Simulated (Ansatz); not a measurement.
Ansatz (a program for electronic structure) input file for BF3, SMILES [B-](F)(F)F, charge -1, multiplicity 2, PBE/def2-SVPD. Coordinates come from a B3LYP-D3(BJ)/def2-SVPD optimisation.

Ansatz 0.2 input:
```yaml
crystal:
  periodic: [false, false, false]
  atoms:
    - {symbol: B, position_ang: [-0.00000000, -0.00000000, -0.37284578]}
    - {symbol: F, position_ang: [1.15743046, 0.66824279, 0.06904551]}
    - {symbol: F, position_ang: [-1.15743046, 0.66824279, 0.06904551]}
    - {symbol: F, position_ang: [-0.00000000, -1.33648558, 0.06904551]}
basis:
  gaussian:
    orbitals: def2-SVPD
hamiltonian:
  xc: {name: PBE}
total_charge: -1
magnetization: {spin_polarized: true, initial_magnetization: 1}
```

Program output:

```
WARN ansatz: RAYON_NUM_THREADS=1 ignored (pool sized by the plan → 1); use --threads N
Functional definition: PBE
integrals: 0.02 GiB planned
714 factors; their error is unknown
mean field: 0.24 GiB planned
mean field evaluation 1: about -8815.8033 eV, gradient 1.2e1 eV
mean field evaluation 2: about -8815.1993 eV, gradient 2.0e1 eV
mean field evaluation 4: about -8816.4592 eV, gradient 9.3e-1 eV
mean field evaluation 8: about -8816.4352 eV, gradient 1.4e-2 eV
mean field -8816.43521270 eV, -323.9980180722 hartree, gradient 4.4e-5 eV, S^2 0.751674; 0 other end points of the search recorded, 0 dependent functions left out
reference -8816.43525657 eV, -323.9980196844 hartree; 17, 16 occupied and 72, 73 virtual orbitals, 714 factors
Total energy: -8816.43525657 eV, -323.9980196844 hartree
```

The run converged.

Cost: around 0.8 core-seconds (rough).
